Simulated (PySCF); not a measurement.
Compound: C3H8O3Si2.
Z-matrix (Å and degrees, GFN2-xTB geometry), rows numbered from 1:
```
O 
C   1  1.2049
O   2  1.3356  1  121.94
Si  2  1.9091  1  125.08  3   179.00
C   4  1.9072  2  113.73  1  -122.19
C   5  1.5368  4  106.19  2  -143.34
Si  6  1.9089  5  107.61  4    32.05
O   4  1.6317  2  108.71  1   129.01
H   3  0.9740  2  111.02  1    -1.72
H   4  1.4594  2  110.05  1    10.28
H   5  1.0928  4  109.33  2   -25.78
H   5  1.0895  4  114.55  2    93.95
H   6  1.0920  5  108.80  4   -85.72
H   6  1.0897  5  110.79  4   157.70
H   7  1.4584  6  114.79  5    89.17
H   7  1.4568  6  113.95  5  -135.21
```

NICS is the negative of the GIAO shielding at a point without a nucleus: at the ring centre (0) and 1 Å above and below it (1); zz is the component along the ring normal. Level: GIAO PBE0/pcSseg-1 (PySCF, non-relativistic, gas phase) on the GFN2-xTB geometry, one conformer.

Ring bond lengths (Å), with Mayer bond orders in brackets: Si4–C5 1.907 (0.91), C5–C6 1.537 (1.01), C6–Si7 1.909 (0.91), Si7–O8 1.648 (0.91), O8–Si4 1.632 (0.95).

Q: Give the NICS values of each ring in ppm.

A: 
```json
{"ring": "Si4–C5–C6–Si7–O8", "type": "5-membered ring with O and 2 Si; formal bonds all single", "NICS(0)": "-5.3", "NICS(1), two faces": "-3.1 / -2.9", "NICS(1)zz, two faces": "-3.4 / -2.8", "rms pucker (Å)": "0.15", "centre to ring atoms, mean (Å)": "1.45"}
```

Q: What do they say, and how far can they be read as aromaticity?

A: 
- Si4–C5–C6–Si7–O8: mean NICS(1)zz -3.1 ppm, shielded. Si4, C5, C6, Si7 have four or more neighbours; no verdict on aromaticity is drawn.
